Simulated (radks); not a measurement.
Values are calculated unless marked as measured or tabulated.
Question: All-electron atom: the tantalum ion Ta2+ in [Xe] 4f14 5d3. Level of theory: Dirac Kohn-Sham, BLYP, spin-unpolarised, spherical densities, finite nucleus; open shells fill j = l - 1/2 first; Fermi nuclear charge, rms radius 5.3507 fm (a radial shooting solver on a logarithmic mesh with Libxc functionals).

Spin-orbit splittings of the eigenvalues, e(l+1/2) - e(l-1/2), with zeta = 2 splitting/(2l+1) and mean radii in bohr:

shell  occ.  splitting (eV)  zeta (eV)  <r> j=l-1/2  <r> j=l+1/2
2p        6            1271      847.0      0.06487      0.07271
3p        6           273.5      182.3       0.1942       0.2088
3d       10           59.58      23.83       0.1829       0.1874
4p        6           63.02      42.01       0.4644       0.4975
4d       10           11.58      4.631       0.5165       0.5280
4f       14           1.983     0.5665       0.6341       0.6450
5p        6           8.761      5.840        1.220        1.326
5d        3               ?          ?        1.976        2.038
6p        0          0.9748     0.6498        3.466        3.698

Estimate the 5d splitting.

Answer: 0.6830 eV (zeta = 0.2732 eV).
